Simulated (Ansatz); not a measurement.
Reaction (substitution at a C–C bond): `C=CCI` + `O[SiH3]` → `[SiH3]OCI` + `C=C`

Isolated molecules relaxed with PBE0-D4/def2-TZVP in Ansatz; ΔE leaves out vibrations. CBS: MP2 limit from def2 TZ/QZ plus the TZ coupled-cluster correction, frozen cores. This one scheme is used for every species. Elements past krypton have def2 core potentials. For I outer-core shells are correlated without core-valence functions, which leaves a few kJ/mol of doubt a bond. One conformer a species, not always the lowest.

```tsv
species	HF/def2-QZVPP energy (Eh)
`C=CCI`	-413.20297
`O[SiH3]`	-366.22391
`[SiH3]OCI`	-701.33488
`C=C`	-78.07027
```

(1) Work out ΔE.

Largest T1 diagnostic among the species: 0.011.

Answers

(1) ΔE = (-701.33488) + (-78.07027) − (-413.20297) − (-366.22391) = 0.02173 Eh = +0.59 eV. CCSD(T)/CBS gives +0.65 eV.

In def2-TZVPP, CCSD(T) changes the Hartree–Fock value by +0.05 eV (the triples alone add −0.01 eV) and MP2 by +0.13 eV. From PBE to PBE0 (25 % exact exchange), in def2-TZVPP and without D4, ΔE moves by +0.05 eV.
